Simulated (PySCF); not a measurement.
From one molecule to another.

First species: C7H4ClO (charge +1).
Numbering: `[O+:1]#[C:2][c:3]1[cH:4][cH:5][c:6]([Cl:7])[cH:8][cH:9]1` (hydrogens: H10 on C4; H11 on C5; H12 on C8; H13 on C9)

Second species: C4H2FN2P.
SMILES with atom numbers: `[N:1]#[C:2][c:3]1[cH:4][nH:5][c:6]([F:7])[p:8]1` (hydrogens: H9 on C4; H10 on N5)

Geometry (GFN2-xTB, Å), atoms numbered from 1 in this order:
```xyz
10
C4H2FN2P angstrom
N      3.4438    0.2900    0.3545
C      2.3047    0.2858    0.2189
C      0.9133    0.2922    0.0513
C      0.1249   -0.8259    0.1702
N     -1.1827   -0.5600   -0.0372
C     -1.4120    0.7459   -0.3134
F     -2.6876    1.0859   -0.5299
P     -0.0245    1.7602   -0.3410
H      0.4517   -1.8232    0.4001
H     -1.9228   -1.2463    0.0039
```

Levels: CAM-B3LYP/def2-SVPD for HOMO energy, LUMO energy, HOMO–LUMO gap, static isotropic polarisability and electronic spatial extent ⟨r²⟩ about the centre of nuclear charge; TDDFT CAM-B3LYP/def2-SVPD for lowest singlet excitation; TDA CAM-B3LYP/def2-SVPD for lowest triplet excitation (Tamm–Dancoff); GFN2-xTB for rotational constant A and rotational constant C. Geometries: GFN2-xTB. Each species is one conformer at its optimised geometry, gas phase, non-relativistic unless stated. Electronic properties by PySCF.

(1) Which of the two has the higher HOMO energy, and by how much?

(2) Which has the higher rotational constant C?

(3) Which has the higher static isotropic polarisability?

(4) Which has the higher HOMO–LUMO gap?

(5) Which has the higher S1 energy?

(6) Which has the higher LUMO energy?

(7) Which of the two has the higher rotational constant A, and by how much?

(8) Which has the higher ⟨r²⟩?

Results:

(1) The second: -8.45 eV against -13.81 eV, a difference of 5.36 eV.

(2) The second: 0.938 GHz against 0.611 GHz, a difference of 0.327 GHz.

(3) The first: 98.1 au against 80.1 au, a difference of 18.0 au.

(4) The second: 8.27 eV against 6.81 eV, a difference of 1.46 eV.

(5) The second: 5.42 eV against 4.47 eV, a difference of 0.95 eV.

(6) The second: -0.18 eV against -7.00 eV, a difference of 6.82 eV.

(7) The first: 5.566 GHz against 4.967 GHz, a difference of 0.599 GHz.

(8) The first: 1604 bohr² against 1093 bohr², a difference of 511 bohr².

On the first: The principal polarisabilities are 48.9, 81.6 and 163.7 au; their mean is the isotropic value. In wavenumbers S1 is 36000 cm⁻¹ (1 eV = 8065.54 cm⁻¹).

On the second: No computed singlet falls in the visible range (750 to 380 nm, 1.65 to 3.26 eV); S1 lies 2.16 eV above its blue end. The principal polarisabilities are 49.3, 82.2 and 108.8 au; their mean is the isotropic value.
